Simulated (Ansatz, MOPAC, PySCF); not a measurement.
SiH4 (SMILES [SiH4]) and N2 (SMILES N#N) are pulled apart as rigid monomers along the line of their centres of mass, from the B3LYP-D3(BJ)/def2-TZVP minimum. Starting geometry (charge 0, multiplicity 1):
```xyz
7

Si     0.08240     0.14868    -0.18989
H      0.40019     0.40687    -1.61321
H      0.25771     1.39730     0.58513
H      0.99601    -0.89068     0.33497
H     -1.31754    -0.31567    -0.07436
N     -0.02313    -0.36879     4.29183
N     -0.39339    -0.38142     3.26592
```

Interaction energies with rigid monomers; basis-set methods are counterpoise corrected unless marked otherwise.

Cores are frozen in the correlated methods. Rows in 6-31G* carry no dispersion term and start afresh at each structure (6-31G* with six Cartesian d functions). The state that PM3 reach isn't checked.

The values were computed with Ansatz (Gaussian basis) for Hartree–Fock, density functionals and correlated methods; MOPAC for PM3 (differences of heats of formation); PySCF for 6-31G* rows, the dispersion terms. Values without a source in brackets are computed.

```
Si1···N7 (Å)  PM3 (kJ/mol)  HF/6-31G* (kJ/mol)  PBE-D4/def2-TZVPPD (kJ/mol)  SCS-MP2/aug-cc-pV(T+d)Z (kJ/mol)  CCSD(T)/aug-cc-pV(T+d)Z (kJ/mol)
------------  ------------  ------------------  ---------------------------  --------------------------------  --------------------------------
3.18                   8.5                 6.2                         -0.7                               0.5                              -0.5
3.53                   4.8                 1.5                         -2.5                              -1.8                              -2.4
4.06                   2.0                 ___                         -1.8                              -1.6                              -1.8
4.94                   0.6                -0.2                         -0.3                              -0.6                              -0.7
6.35                   ___                 0.0                          0.5                              -0.1                              -0.1
```

Task: Some entries are withheld; supply them.

Result: 
- 6.35, PM3 (kJ/mol): 0.2
- 4.06, HF/6-31G* (kJ/mol): -0.1

Ansatz is a first-principles code.
